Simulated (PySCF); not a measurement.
Several orderings of computed values.

Each SMILES stands for a single optimised conformer of the isolated species (atoms past krypton carry core potentials, spin–orbit coupling is left out). Electronic properties by PySCF.

Dipoles, sizes and rotational constants follow the conformer. The torsions of the flexible species, by atom-mapped SMILES:
- `[CH3:1][C:2]([SiH3:3])=[C:4]=[P:5][CH2:6][C:7]([F:8])([F:9])[F:10]`: C4–P5–C6–C7 -66°, P5–C6–C7–F8 68°

(1) Rank by HOMO–LUMO gap, highest first (PBE0/def2-SVPD at PBE0-D3(BJ)/def2-SVP geometries).
A. `C=[CH][Sn]([Cl])([CH]=C)[CH]=C`
B. `Cl[Si](Br)(Cl)Br`
C. `CC([SiH3])=C=PCC(F)(F)F`
D. `[CH3][Ge]([CH3])([I])[I]`

(2) Rank by static isotropic polarisability, lowest first (PBE0/def2-SVPD at PBE0-D3(BJ)/def2-SVP geometries).
A. `C=[CH][Sn]([CH]=C)([Cl])[CH]=C`
B. `Br[Si](Cl)(Cl)Br`
C. `CC([SiH3])=C=PCC(F)(F)F`
D. `[CH3][Ge]([CH3])([I])[I]`

(3) Rank by HOMO energy, lowest first (PBE0/def2-SVPD at PBE0-D3(BJ)/def2-SVP geometries).
A. `[CH3][Ge]([I])([CH3])[I]`
B. `Cl[Si](Cl)(Br)Br`
C. `CC([SiH3])=C=PCC(F)(F)F`
D. `[Sn]([CH]=C)([CH]=C)([Cl])[CH]=C`

(4) Give the two extremes of that set in hartree.

(5) Rank by smallest rotational constant, lowest first (PBE0-D3(BJ)/def2-SVP).
A. `[CH3][Ge]([CH3])([I])[I]`
B. `CC([SiH3])=C=PCC(F)(F)F`
C. `Cl[Si](Cl)(Br)Br`
D. `C#C[C@@H]1C/C1=C/F`

(6) Rank by lowest singlet excitation, highest first (TDDFT PBE0/def2-SVPD at PBE0-D3(BJ)/def2-SVP geometries).
A. `Br[Si](Br)(Cl)Cl`
B. `[CH3][Ge]([CH3])([I])[I]`
C. `C=[CH][Sn]([Cl])([CH]=C)[CH]=C`
D. `CC([SiH3])=C=PCC(F)(F)F`

Results:

(1) B (7.31 eV), A (7.14 eV), D (5.83 eV), C (5.56 eV).

(2) B (92.7 au), C (123.7 au), A (125.4 au), D (129.3 au).

(3) B (-8.91 eV), D (-7.85 eV), A (-7.35 eV), C (-7.17 eV).

(4) `Cl[Si](Cl)(Br)Br`: -0.327 Eh; `CC([SiH3])=C=PCC(F)(F)F`: -0.264 Eh.

(5) A (0.377 GHz), B (0.509 GHz), C (0.626 GHz), D (1.378 GHz).

(6) A (5.99 eV), C (5.73 eV), B (4.69 eV), D (4.33 eV).
